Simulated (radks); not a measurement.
Numerical settings for neutral iridium, [Xe] 4f14 5d7 6s2. Calculated with a radial shooting solver on a logarithmic mesh with Libxc functionals: scalar-relativistic Kohn-Sham, BLYP, spin-polarised, spherical densities, point nucleus; open shells are filled with parallel spins first (spin-orbit coupling, left out, can overturn this in heavy ions). The defaults (mesh step 0.008 in ln r, mesh end at 40 bohr or more with all orbitals vanishing there, Anderson mixing 0.5 over 9 steps, residual threshold near 1e-9 with the energy settled to 1e-9 hartree or 1e-11 of itself, here a cap of 81 iterations) give E = -17828.588 hartree and 6s at -5.828 eV in 15 iterations. Run on one thread of a shared host, so times are rough (Arm Neoverse V1): 0.35 s of CPU time, 0.35 s wall, 15 iterations on 2728 mesh points. Changes against that run (0 stands for a change within the tolerance of the run):

| setting | iterations | converged | E (mhartree) | e(6s) (meV) | CPU (s) |
|---|---|---|---|---|---|
| mesh step in ln r 0.003 | 15 | yes | 0 | 0 | 0.89 |
| mesh step in ln r 0.12 | 4 | no | diverged | - | 0.02 |
| mesh step in ln r 0.012 | 15 | yes | 0 | 0 | 0.24 |
| mesh end (bohr) 3 | 15 | level above zero | +2.32e+03 | +2.69e+04 | 0.31 |
| mesh end (bohr) 12 | 15 | yes | +0.0125 | +1.28 | 0.33 |
| residual threshold 0.001 | 10 | yes | 0 | +0.204 | 0.27 |
| residual threshold 1e-13 | 22 | yes | 0 | 0 | 0.41 |
| mixing 1.5 | 15 | yes | 0 | 0 | 0.35 |
| linear mixing, mixing 1 | 81 | no | +3.92e+05 | -8.84e+05 | 6.1 |
| linear mixing, mixing 0.8 | 81 | no | +1.23e+05 | -1.5e+05 | 4.1 |
| mixing history 20 | 17 | yes | 0 | 0 | 0.38 |
| iteration cap 8 | 8 | no | -0.00147 | -0.105 | 0.21 |

Settled on a wrong energy, with an occupied level pushed above zero by the early mesh end: mesh end (bohr) 3 (+2.32 hartree). Apart from these: no run marked as converged misses the energy by more than 1 mhartree. A mesh that ends early acts as a hard wall.
